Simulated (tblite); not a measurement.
Compound: C5H7S2 (charge +1).
Atom-mapped SMILES: `[CH3:1][CH2:2][c:3]1[cH:4][s:5][cH+:6][s:7]1` (hydrogens: H8, H9, H10 on C1; H11, H12 on C2; H13 on C4; H14 on C6)
Bond orders are those of one Lewis drawing.

Computed with GFN2-xTB (tblite), gas phase: Langevin dynamics at 200 K from the optimised GFN2-xTB geometry, time step 0.5 fs, friction 0.01 fs⁻¹, 2000 steps. The instantaneous temperature is 2·E(kin)/(3Nk) with all 3N coordinates.

| t (fs) | T (K) | E(pot) above start (eV) | C1–C2 (Å) | C2–C3 (Å) | C3–C4 (Å) | C4–S5 (Å) | S5–C6 (Å) | C1–H8 (Å) | C1–C2–C3–C4 (°) |
| --- | --- | --- | --- | --- | --- | --- | --- | --- | --- |
| 0 | 155 | 0.000 | 1.523 | 1.490 | 1.356 | 1.713 | 1.676 | 1.086 | 175 |
| 25 | 91 | 0.199 | 1.534 | 1.495 | 1.363 | 1.736 | 1.709 | 1.104 | 172 |
| 50 | 154 | 0.209 | 1.538 | 1.458 | 1.359 | 1.684 | 1.679 | 1.099 | 175 |
| 75 | 153 | 0.163 | 1.548 | 1.465 | 1.354 | 1.704 | 1.680 | 1.064 | -179 |
| 100 | 183 | 0.240 | 1.518 | 1.484 | 1.346 | 1.739 | 1.685 | 1.102 | 176 |
| 125 | 175 | 0.286 | 1.501 | 1.498 | 1.359 | 1.700 | 1.639 | 1.092 | 174 |
| 150 | 173 | 0.292 | 1.496 | 1.536 | 1.361 | 1.733 | 1.650 | 1.089 | 178 |
| 175 | 240 | 0.210 | 1.516 | 1.493 | 1.360 | 1.714 | 1.712 | 1.109 | 164 |
| 200 | 214 | 0.292 | 1.532 | 1.465 | 1.359 | 1.667 | 1.669 | 1.079 | 167 |
| 225 | 216 | 0.312 | 1.520 | 1.443 | 1.363 | 1.736 | 1.714 | 1.056 | 164 |
| 250 | 193 | 0.247 | 1.523 | 1.453 | 1.373 | 1.765 | 1.699 | 1.133 | 151 |
| 275 | 144 | 0.386 | 1.546 | 1.570 | 1.382 | 1.689 | 1.677 | 1.081 | 153 |
| 300 | 159 | 0.283 | 1.550 | 1.509 | 1.352 | 1.715 | 1.652 | 1.052 | 145 |
| 325 | 109 | 0.408 | 1.542 | 1.474 | 1.316 | 1.793 | 1.697 | 1.099 | 150 |
| 350 | 184 | 0.333 | 1.545 | 1.491 | 1.346 | 1.661 | 1.694 | 1.097 | 148 |
| 375 | 227 | 0.323 | 1.528 | 1.482 | 1.334 | 1.775 | 1.646 | 1.076 | 150 |
| 400 | 276 | 0.306 | 1.518 | 1.478 | 1.323 | 1.716 | 1.713 | 1.064 | 151 |
| 425 | 244 | 0.253 | 1.524 | 1.495 | 1.358 | 1.676 | 1.707 | 1.093 | 164 |
| 450 | 202 | 0.401 | 1.527 | 1.506 | 1.374 | 1.761 | 1.611 | 1.084 | 165 |
| 475 | 205 | 0.312 | 1.510 | 1.472 | 1.375 | 1.697 | 1.712 | 1.060 | 161 |
| 500 | 135 | 0.269 | 1.542 | 1.483 | 1.364 | 1.698 | 1.705 | 1.117 | 160 |
| 525 | 187 | 0.126 | 1.551 | 1.497 | 1.347 | 1.717 | 1.673 | 1.085 | 151 |
| 550 | 140 | 0.171 | 1.544 | 1.472 | 1.338 | 1.754 | 1.677 | 1.056 | 155 |
| 575 | 150 | 0.298 | 1.542 | 1.496 | 1.356 | 1.680 | 1.671 | 1.120 | 154 |
| 600 | 187 | 0.330 | 1.484 | 1.465 | 1.348 | 1.733 | 1.675 | 1.118 | 152 |
| 625 | 261 | 0.208 | 1.511 | 1.487 | 1.346 | 1.721 | 1.672 | 1.049 | 168 |
| 650 | 206 | 0.288 | 1.572 | 1.540 | 1.348 | 1.682 | 1.689 | 1.122 | 164 |
| 675 | 218 | 0.257 | 1.513 | 1.486 | 1.346 | 1.735 | 1.681 | 1.097 | 175 |
| 700 | 166 | 0.331 | 1.484 | 1.499 | 1.343 | 1.766 | 1.665 | 1.048 | -175 |
| 725 | 191 | 0.346 | 1.530 | 1.509 | 1.361 | 1.674 | 1.649 | 1.127 | 179 |
| 750 | 184 | 0.381 | 1.567 | 1.477 | 1.370 | 1.736 | 1.686 | 1.093 | 180 |
| 775 | 205 | 0.342 | 1.548 | 1.502 | 1.349 | 1.742 | 1.686 | 1.054 | -173 |
| 800 | 225 | 0.448 | 1.538 | 1.478 | 1.353 | 1.647 | 1.698 | 1.081 | 178 |
| 825 | 228 | 0.364 | 1.534 | 1.503 | 1.349 | 1.784 | 1.681 | 1.100 | -169 |
| 850 | 218 | 0.347 | 1.539 | 1.515 | 1.334 | 1.725 | 1.703 | 1.065 | -169 |
| 875 | 300 | 0.272 | 1.508 | 1.466 | 1.350 | 1.706 | 1.672 | 1.087 | 179 |
| 900 | 219 | 0.305 | 1.522 | 1.520 | 1.351 | 1.717 | 1.679 | 1.114 | -174 |
| 925 | 171 | 0.403 | 1.533 | 1.530 | 1.360 | 1.682 | 1.713 | 1.081 | -161 |
| 950 | 241 | 0.286 | 1.469 | 1.495 | 1.371 | 1.711 | 1.663 | 1.082 | 177 |
| 975 | 188 | 0.350 | 1.459 | 1.452 | 1.378 | 1.699 | 1.664 | 1.128 | -175 |
| 1000 | 226 | 0.259 | 1.515 | 1.503 | 1.363 | 1.719 | 1.687 | 1.068 | -172 |

**Question.** From 500 fs on, how do temperature and potential energy compare with equipartition?

**Answer.** The mean temperature of these 21 frames is 202 K against the target 200 K, and the mean potential energy 0.30 eV against 36 × kT/2 = 0.31 eV for 36 classical harmonic modes. For 14 atoms in a canonical ensemble the temperature itself scatters by T·√(2/(3N)) = 44 K; here its standard deviation is 39 K. The whole run lasts only 10 friction times of 100 fs, so these averages carry a wide statistical error.

**Question.** What are the kinetic and total energies of the listed frame with the highest potential energy?

**Answer.** The one at 800 fs, 0.448 eV above the start. Its kinetic energy is 3NkT/2 = 0.408 eV at 225 K, so the sum is 0.86 eV; over the listed frames the sum runs from 0.28 to 0.86 eV, since the thermostat adds and removes energy.

**Question.** How much do the listed bonds fluctuate from 500 fs on?

**Answer.** 
| bond | at the start (Å) | mean (Å) | standard deviation (Å) |
| --- | --- | --- | --- |
| C1–C2 | 1.523 | 1.524 | 0.030 |
| C2–C3 | 1.490 | 1.494 | 0.022 |
| C3–C4 | 1.356 | 1.354 | 0.011 |
| C4–S5 | 1.713 | 1.716 | 0.032 |
| S5–C6 | 1.676 | 1.680 | 0.015 |
| C1–H8 | 1.086 | 1.090 | 0.026 |

The motion is classical and holds no zero-point motion.

What follows is the cost of the whole dynamics run. The run took 13 s wall on one thread, Intel Xeon Platinum 8488C (x86_64), shared host with 192 logical CPUs at a one-minute load of 67, and the process peaked at 0.18 GiB of memory.
